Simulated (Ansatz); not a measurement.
Total energies of NiF2 from Ansatz at PBE0-D4/def2-TZVP, gas phase (1 Eh = 27.2114 eV = 2625.5 kJ/mol). The reference geometry is relaxed at PBE-D4/def2-TZVP.

Cartesian coordinates in Å:
```
Ni 0.000 0.000 0.000
F 0.101 0.401 -1.660
F -0.101 -0.402 1.660
```

| state | geometry | energy (Eh) |
| --- | --- | --- |
| charge 0 triplet | reference | -1707.72127 |
| charge 1 quartet | reference | -1707.27339 |
| charge 1 quartet | relaxed at PBE-D4/def2-TZVP | -1707.27846 |
| free Ni atom (triplet) | – | -1508.03960 |
| free F atom (doublet) | – | -99.67617 |

Other spin states of the ions weren't run at this level and may lie lower.

Q: Work out the vertical ionisation energy to the quartet.

A: E(charge 1 quartet) − E(charge 0 triplet) = -1707.27339 − (-1707.72127) = 0.44788 Eh = 12.19 eV. For comparison, −ε of the highest occupied level of the spin that leaves is 9.72 eV at this level, 2.47 eV less.

Q: How much does the charge 1 quartet relax, and what is the adiabatic ionisation energy?

A: Relaxation: -1707.27339 − (-1707.27846) = 0.00507 Eh = 0.14 eV. Adiabatic ionisation energy: 0.44281 Eh = 12.05 eV, without zero-point energy. 

Q: What is the binding energy per atom against free atoms?

A: Atoms: 1 × (-1508.03960) + 2 × (-99.67617) = -1707.39194 Eh. Binding: -1707.39194 − (-1707.72127) = 0.32933 Eh = 8.96 eV, or 2.99 eV for each of 3 atoms (no zero-point energy, no counterpoise term).

 The singlet lies 1.51 eV above the triplet at this level but is left out (at the level of its geometry, an occupied level 0.79 eV above an empty one). With broken spin symmetry it lies 0.91 eV lower (⟨S²⟩ 1.00).
